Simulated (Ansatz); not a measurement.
# From C to Ge: the HOMO–LUMO gap

One atom is swapped for its congeners: C2H8Ge (ethylgermane) `C[CH2][GeH3]`; SiH2(CH3)(GeH3); GeH2(CH3)(GeH3). All are singlets with charge 0.

Shapes, held fixed at every level: PBE0-D4/def2-TZVP. Programs: Ansatz 0.2.0. Values in eV.

How should the HOMO–LUMO gap change along the series?

At wB97M-V/def2-TZVPP the HOMO–LUMO gap isn't monotonic: it is largest for C and smallest for Si (12.81 and 11.88 eV). 6 of 7 levels show this order throughout; 6 agree on the largest and the smallest. Relativity is left out for Ge unless named. Orbital gaps aren't excitation energies, and the LUMO depends on the basis.

```csv
level,C2H8Ge,SiH2(CH3)(GeH3),GeH2(CH3)(GeH3)
SPW92/def2-TZVPP,6.99,6.27,6.36
PBE-D4/def2-TZVPP,7.10,6.35,6.46
B3LYP-D4/def2-TZVPP,8.61,7.83,7.86
BHLYP-D4/def2-TZVPP,10.90,10.01,10.00
PBE0-D4/def2-TZVPP,9.11,8.24,8.31
r2SCAN0-D4/def2-TZVPP,9.63,8.63,8.70
wB97M-V/def2-TZVPP,12.81,11.88,11.94
```
